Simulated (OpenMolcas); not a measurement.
**Nb³⁺: Racah parameters, worked from levels**

| Property | Result |
| --- | --- |
| Program | OpenMolcas 26.06 |
| Basis | ANO-RCC-VDZP [6s5p3d1f] |
| Scalar Hamiltonian | DKH2, point nucleus |
| Active space | 2 electrons in 9 orbitals (RAS2 4d 5s; RAS3 5p, at most 2 electrons) |
| State averaging | 2S+1 = 3 even, 15 roots; 2S+1 = 1 even, 21 roots kept (CI in the orbitals of an earlier block); 2S+1 = 3 odd, 15 roots; 2S+1 = 1 odd, 15 roots kept (CI in the orbitals of an earlier block) |
| Spin-orbit coupling | state interaction with AMFI integrals over the reference wave functions, term energies averaged over their components |

Methods: RASSCF; MS-RASPT2, IPEA 0.25 Eh, imaginary shift 0.1 Eh (closed shells correlated: 4s 4p).

**Racah parameters.** Above ³F, d2 has ³P at 15B, ¹G at 12B + 2C and ¹D at 5B + 2C. The first two fix B and C, and the third tests them; where it misses by thousands of cm-1, two parameters do not describe the configuration (Trees and configuration-interaction terms are left out) and B and C hang on the terms chosen. Term energies are centres of gravity, weighted by 2J + 1.

```json
{"Source": "RASSCF", "³P": "11632", "¹G": "15422", "B": "775", "C": "3058", "C/B": "3.95", "¹D from B, C": "9991", "¹D found": "9190"}
{"Source": "MS-RASPT2", "³P": "9901", "¹G": "13732", "B": "660", "C": "2906", "C/B": "4.40", "¹D from B, C": "9112", "¹D found": "7346"}
```

Energies in cm-1. From RASSCF to MS-RASPT2, B changes by -14.8 % and C by -5.0 %.

Term energies are means over components that CASPT2 splits; among the terms shown or strongly mixed into the levels shown the widest spread is 640 cm-1 (4d² ¹G, MS-RASPT2). Terms from blocks run as CI alone lack orbitals of their own. The basis is small and was not contracted for so high a charge. Without dynamic correlation excited terms often stand tens of per cent too high (terms of higher spin than the ground term too low), and those without a measured partner can miss by more than the paired ones (holds for RASSCF). Levels of configurations outside the active space are missing.
